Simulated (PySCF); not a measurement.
Cartesian coordinates (Å):
```xyz
9

Zn    -0.0002    -0.0001     0.0001
C     -0.9052     1.7276     0.0835
H     -0.3970     2.4817    -0.5474
H     -0.9292     2.1223     1.1172
H     -1.9523     1.6536    -0.2672
C      0.9047    -1.7279    -0.0834
H      2.0049    -1.6083    -0.0992
H      0.6195    -2.2904    -0.9929
H      0.6525    -2.3598     0.7896
```
Charge 0, spin multiplicity 1.

Question: Give the charge on the central atom (Mulliken), HOMO and dipole moment at the level PBE-D3(BJ)/def2-TZVP // TPSS-D3(BJ)/def2-SVP (PySCF).

Answer: 
```
Property                                  Value
-------------------------------------  --------
charge on the central atom (Mulliken)    0.31 e
HOMO                                   -6.03 eV
dipole moment                            0.00 D
```
